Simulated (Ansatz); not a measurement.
AlB$_{2}$H$_{8}$NSi, relaxed with RKS PBE-D4/def2-SVP in Ansatz from a rough embedded geometry. The force threshold is 0.03 eV/Å; the program also tests the step.

The species carries charge 0 and has multiplicity 1. The bonds changed during the relaxation, so this is another structure than the one it started from.

Start:

```xyz
13

B    -1.846   -0.162   -1.729
B    -1.602   -0.674   -0.208
Si   -0.691    0.458    1.047
Al    1.509    0.824    0.437
N     2.686   -0.643    0.086
H    -2.329   -0.874   -2.547
H    -1.381    0.876   -2.085
H    -2.008   -1.749    0.169
H    -1.389    1.777    1.215
H    -0.669   -0.186    2.400
H     2.033    2.362    0.102
H     2.176   -1.480    0.385
H     3.512   -0.530    0.728
```

```tsv
step	energy (eV)	largest force (eV/Å)	largest move (Å)
1	-17426.0009	2.009	0.000
2	-17426.5504	1.284	0.193
3	-17426.7853	1.981	0.193
4	-17426.9934	1.662	0.200
5	-17427.2565	0.470	0.195
6	-17427.4510	0.550	0.197
7	-17427.5801	0.481	0.195
8	-17427.6407	0.569	0.195
9	-17427.6504	0.436	0.191
10	-17427.6793	0.191	0.058
11	-17427.6895	0.116	0.085
13	-17427.7466	0.357	0.198
15	-17427.8525	0.361	0.194
17	-17427.9296	0.302	0.200
19	-17427.9910	0.425	0.193
21	-17428.0595	0.290	0.195
23	-17428.0784	0.162	0.029
25	-17428.0854	0.088	0.077
27	-17428.1065	0.299	0.195
29	-17428.1483	0.402	0.196
31	-17428.1876	0.415	0.184
33 (rejected)	-17428.1866	0.241	0.162
35	-17428.2123	0.036	0.090
37	-17428.2135	0.018	0.024
```

End:

```xyz
13

B    -0.946   -0.092   -0.812
B    -0.710   -0.791    0.669
Si   -1.665    0.706    1.320
Al    1.118    0.299   -0.007
N     2.345   -0.757   -0.762
H    -1.311   -0.768   -1.756
H    -0.634    1.066   -1.135
H    -0.854   -1.948    0.993
H    -1.357    2.149    1.048
H    -3.024    0.609    1.965
H     1.547    1.751    0.484
H     2.158   -1.703   -1.106
H     3.332   -0.523   -0.902
```

Run time 54 s (4 threads of an Arm Neoverse V2 on a shared host); peak host memory 0.17 GiB.
